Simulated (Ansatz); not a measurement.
BiF$_{2}$ (SMILES [F][Bi][F]), doublet, geometry from GFN2-xTB (such geometries of metal compounds can be far from the true shape) (the spin is typed, not shown lowest) (core potentials on Bi), atoms displaced at random by about 0.1 Å a coordinate.

Ansatz (a quantum-chemistry and plane-wave program) was given this input:
Ansatz 0.2 input:
```yaml
crystal:
  periodic: [false, false, false]
  atoms:
    - {symbol: Bi, position_ang: [0.24250484, -0.01618953, 0.24565848]}
    - {symbol: F, position_ang: [-1.22929732, 0.69659695, -1.39768658]}
    - {symbol: F, position_ang: [-0.91017350, -1.57765077, 0.49273875]}
basis:
  gaussian:
    orbitals: def2-SVP
hamiltonian:
  xc: pbe
magnetization: {spin_polarized: true, initial_magnetization: 1}
relax: {}
```

Question: What total energy at the end of the optimisation does Ansatz with PBE/def2-SVP give?

Answer: -414.0234 Eh

Question: Estimate the dipole moment that PBE/def2-SVP returns for this input.

Answer: 3.99 D

Question: Predict the Mulliken (on the basis functions themselves) charges in atom order from PBE/def2-SVP.

Answer: Bi1 0.80, F2 -0.40, F3 -0.40
